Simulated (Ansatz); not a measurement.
Two structures of SiH5BrO, closed shell, reached by relaxing down either side of one saddle point (PBE0-D4/def2-TZVP). Energies are electronic, without zero-point energy. Ansatz 0.2.0; basis: def2-TZVPP and def2-QZVPP; cores frozen in the correlated methods. Filled d shells of the heavier atoms are correlated. The def2 sets are not built for correlating such inner shells, so the correlated values are less sure here. Extrapolation: Hartree–Fock as exp(−7.88 √X), correlation as X^−2.97. First:

Si1  (-0.258, -0.676, 0.448)
Br2  (1.784, -0.412, -0.394)
H3  (-0.720, -1.999, -0.032)
H4  (-1.107, 0.431, -0.028)
O5  (-0.244, -0.579, 2.078)
H6  (0.369, 1.985, -2.162)
H7  (-0.124, 2.447, -2.480)
H8  (0.299, -1.198, 2.569)
(Å)

Second:

| atom | x (Å) | y (Å) | z (Å) |
| --- | --- | --- | --- |
| Si1 | -1.0884 | -0.0275 | -0.0101 |
| Br2 | 2.8474 | -0.1667 | -0.3646 |
| H3 | -1.2345 | -1.3425 | -0.6900 |
| H4 | -2.4197 | 0.5164 | 0.3398 |
| O5 | -0.2424 | -0.1354 | 1.3935 |
| H6 | 1.8740 | 0.6441 | -1.0163 |
| H7 | -0.4193 | 0.8970 | -0.9769 |
| H8 | 0.6829 | -0.3855 | 1.3247 |

**Question.** Which bonds change from the first to the second?

**Answer.** SiH₃BrO ([OH][SiH2][Br]) + H₂ → SiH₄O ([OH][SiH3]) + HBr; bonds formed: Si1–H7, Br2–H6; bonds broken: Si1–Br2, H6–H7.

**Question.** Give the saddle point's structure and its height above each. (Judge from chemistry; the value comes from the calculation.)

**Answer.** Computed: 202.6 kJ/mol above the first and 123.7 kJ/mol above the second (CCSD(T) at an estimated basis limit (MP2 extrapolated from triple and quadruple zeta, plus CCSD(T) − MP2 in triple zeta)).
```
8
angstrom
Si -0.5842 -0.1579 0.0020
Br 2.1168 -0.4086 -0.4229
H -0.6587 -1.3446 -0.8603
H -1.8851 0.5558 0.0004
O -0.2012 -0.1308 1.5718
H 0.6453 0.7660 -0.9684
H -0.1384 1.1313 -1.0715
H 0.7057 -0.4112 1.7490
```

T1 diagnostic: at most 0.011.

Labels in which every atom is bracketed show which atoms are joined, not bond orders.

For scale, one of the runs: CCSD(T)/def2-TZVPP, 191 basis functions, launched by `ansatz run in.yaml --threads 4 --pin off --events-out ev --progress --plain --max-ram 9574MiB`. The run took 65 s on 4 CPU threads of an AMD EPYC 7R43 (shared host), with 2.1 GiB of host memory at its peak.
